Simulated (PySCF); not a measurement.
# Optical rotation: `C(#N)[C@@H]([SiH3])[C@@H]([SiH3])Br`, C3H8BrNSi2

Molfile (atoms numbered from 1):
```
C3H8BrNSi2
     RDKit          3D

 15 14  0  0  0  0  0  0  0  0999 V2000
   -1.0235    1.8576    2.5210 N   0  0  0  0  0  0  0  0  0  0  0  0
   -0.7219    1.0520    1.7658 C   0  0  0  0  0  0  0  0  0  0  0  0
   -0.3373    0.0771    0.7887 C   0  0  1  0  0  0  0  0  0  0  0  0
   -1.9276   -0.4036   -0.1969 Si  0  0  0  0  0  4  0  0  0  0  0  0
    0.8135    0.6098   -0.0576 C   0  0  1  0  0  0  0  0  0  0  0  0
    1.9263   -0.7245   -0.8650 Si  0  0  0  0  0  4  0  0  0  0  0  0
    0.1428    1.7404   -1.5304 Br  0  0  0  0  0  0  0  0  0  0  0  0
    0.0183   -0.8062    1.3324 H   0  0  0  0  0  0  0  0  0  0  0  0
   -2.6979    0.7953   -0.4951 H   0  0  0  0  0  0  0  0  0  0  0  0
   -2.6676   -1.2976    0.6943 H   0  0  0  0  0  0  0  0  0  0  0  0
   -1.4885   -1.1119   -1.3971 H   0  0  0  0  0  0  0  0  0  0  0  0
    1.4268    1.2940    0.5358 H   0  0  0  0  0  0  0  0  0  0  0  0
    2.4412   -1.5501    0.2290 H   0  0  0  0  0  0  0  0  0  0  0  0
    2.9878   -0.0137   -1.5680 H   0  0  0  0  0  0  0  0  0  0  0  0
    1.1031   -1.5105   -1.7788 H   0  0  0  0  0  0  0  0  0  0  0  0
  1  2  3  0
  2  3  1  0
  3  4  1  0
  3  5  1  0
  5  6  1  0
  5  7  1  0
  3  8  1  1
  4  9  1  0
  4 10  1  0
  4 11  1  0
  5 12  1  1
  6 13  1  0
  6 14  1  0
  6 15  1  0
M  END
```

Method: TDDFT CAM-B3LYP/def2-SVPD circular dichroism and optical rotation, one conformer, gas phase (PySCF 2.14.0). Geometry: GFN2-xTB.

The molecule is flexible and this is one conformer; a measurement averages over conformers. The calculation is non-relativistic, which matters for the atoms heavier than Zn.

Stereocentres: C3 R, C5 S.

Q: Give the optical rotatory dispersion at 633, 589.3, 546, 436, 405, 365, 355 nm.

A: [α] in deg dm⁻¹ (g/mL)⁻¹:
```tsv
λ (nm)	origin-invariant length gauge	modified velocity gauge	length gauge (centre of mass)	isotropic polarisability (au)
633	+5.0	+3.4	+7.0	113.7
589.3	+6.3	+4.5	+8.6	114.1
546	+8.1	+6.0	+10.8	114.7
436	+18.1	+15.3	+22.7	117.1
405	+24.2	+21.2	+29.7	118.2
365	+37.4	+34.4	+44.7	120.1
355	+42.3	+39.4	+50.2	120.7
```

Q: And for the mirror image at 589.3 nm?

A: -6.3 deg dm⁻¹ (g/mL)⁻¹ (origin-invariant length gauge): the same size and the opposite sign.

Q: What is the molar rotation [Φ] = [α]·M/100 of the geometry above at 589.3 nm?

A: With M = 194.18 g/mol, +12.3 deg cm² dmol⁻¹ (origin-invariant length gauge).

The first excitation lies at 5.64 eV (220 nm) with R = +1.4 × 10⁻⁴⁰ esu² cm² (velocity form).
